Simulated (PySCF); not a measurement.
A structure optimised at PBE0-D3(BJ)/def2-SVPD, used in a PySCF frequency run:

```xyz
4

Sb     0.0000     0.0000    -0.5101
I      0.0000     0.0000     2.2731
I      0.0000    -2.9716    -0.8911
I      0.0000     2.9716    -0.8911
```
Charge -1, spin multiplicity 2.

Problem. Write its SMILES, formula and point group.

Solution. [I][Sb-]([I])[I], I3Sb, C2v

Problem. What are its rotational constants (standard atomic weights)?

Solution. 0.56850, 0.22548, 0.16145 GHz
